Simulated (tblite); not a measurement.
Species: C₃H₆BO₂Se (doublet state).
Numbering: `[CH3:1][C:2]1[O:3][BH:4][O:5][CH2:6][Se:7]1` (hydrogens: H8, H9, H10 on C1; H11 on B4; H12, H13 on C6)

Computed with GFN2-xTB (tblite), gas phase: L-BFGS steps from a force-field or distance-geometry start until the largest atomic force falls under 0.01 eV/Å.

Step 86: E = -600.1205 eV
```
atom  x, y, z in Å  |  force x, y, z in eV/Å
C1      2.2610    0.1740   -0.1542   -0.003  -0.072   0.114
C2      0.7746    0.0122   -0.2044    0.053   0.038  -0.017
O3      0.0482    1.1467   -0.1409    0.005   0.036  -0.011
B4     -1.2995    1.2479   -0.2453    0.019   0.034   0.032
O5     -2.1501    0.1985   -0.3394   -0.006  -0.010  -0.049
C6     -1.7435   -1.1121   -0.2139    0.012   0.038   0.093
Se7     0.0131   -1.4644   -1.1205    0.070   0.053  -0.041
H8      2.5662    0.4646    0.8544   -0.061   0.065  -0.034
H9      2.6406    0.9361   -0.8391   -0.138  -0.021  -0.016
H10     2.7250   -0.7809   -0.3815    0.050  -0.065  -0.065
H11    -1.7732    2.3147   -0.2721    0.060   0.003   0.005
H12    -1.5664   -1.3751    0.8367   -0.083  -0.030  -0.004
H13    -2.5003   -1.7619   -0.6588    0.021  -0.070  -0.007
```

Step 87: E = -600.1237 eV
```
atom  x, y, z in Å  |  force x, y, z in eV/Å
C1      2.2646    0.1775   -0.1589    0.048  -0.046   0.074
C2      0.7785    0.0039   -0.1852    0.064   0.007  -0.017
O3      0.0505    1.1362   -0.1184   -0.008   0.043  -0.011
B4     -1.2950    1.2439   -0.2318    0.018   0.042   0.000
O5     -2.1505    0.2002   -0.3493    0.017   0.004  -0.033
C6     -1.7529   -1.1122   -0.2220    0.034   0.023   0.057
Se7     0.0189   -1.4780   -1.0993    0.052   0.087  -0.034
H8      2.5802    0.5055    0.8358   -0.074   0.039  -0.062
H9      2.6247    0.9277   -0.8734   -0.147  -0.130   0.050
H10     2.7352   -0.7828   -0.3624    0.014   0.036  -0.061
H11    -1.7595    2.3144   -0.2580    0.043   0.008   0.014
H12    -1.5942   -1.3808    0.8290   -0.089  -0.036   0.020
H13    -2.5049   -1.7552   -0.6851    0.029  -0.077   0.004
```

Task: Estimate the geometry and energy of step 88. (The exact step hangs on the optimiser's Hessian estimate; all steps are aligned on step 87, rigid shifts and turns removed.)

Result: E = -600.1263 eV, largest force 0.122 eV/Å
```
atom  x, y, z in Å  |  force x, y, z in eV/Å
C1      2.2674    0.1778   -0.1614   -0.023   0.004  -0.004
C2      0.7826   -0.0057   -0.1662    0.047  -0.064  -0.001
O3      0.0555    1.1266   -0.1061   -0.019   0.043   0.001
B4     -1.2880    1.2403   -0.2294    0.025   0.053  -0.046
O5     -2.1487    0.2021   -0.3628    0.035   0.000  -0.001
C6     -1.7617   -1.1113   -0.2202    0.059   0.002  -0.010
Se7     0.0260   -1.4960   -1.0682   -0.010   0.089  -0.013
H8      2.5944    0.4970    0.8271   -0.019   0.051   0.089
H9      2.5867    0.9528   -0.8648   -0.051  -0.109  -0.020
H10     2.7535   -0.7670   -0.3935   -0.005   0.018  -0.066
H11    -1.7382    2.3160   -0.2683    0.011   0.011   0.027
H12    -1.6295   -1.3788    0.8337   -0.063  -0.029   0.040
H13    -2.5044   -1.7537   -0.6989    0.014  -0.070   0.006
```

The energy changes by -0.0025 eV. The first-order estimate −F·Δx gives -0.0057 eV and the mean of the old and new forces, exact on a quadratic surface, -0.0026 eV. The step makes an angle of 79° with the force vector and moves no atom by more than 0.046 Å.

What follows is the cost of the whole relaxation. Hardware: an Arm Neoverse V1 with one thread, shared host with 32 logical CPUs at a one-minute load of 12. Cost: 0.6 s wall.
